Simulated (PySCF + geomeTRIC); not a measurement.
Species: CCl$_{3}$, SMILES `Cl[C](Cl)Cl` (charge 0, multiplicity 2).

### Question
Give a relaxed geometry from PBE0-D4/def2-TZVP in PySCF + geomeTRIC.

### Answer
the end point of this relaxation (outside a Z-matrix the atoms follow the SMILES, hydrogens last).
Bonded distances (Å): Cl1–C2 1.700, C2–Cl3 1.700, C2–Cl4 1.700. Angles (°): Cl1–C2–Cl3 117.3, Cl1–C2–Cl4 117.3, Cl3–C2–Cl4 117.3.
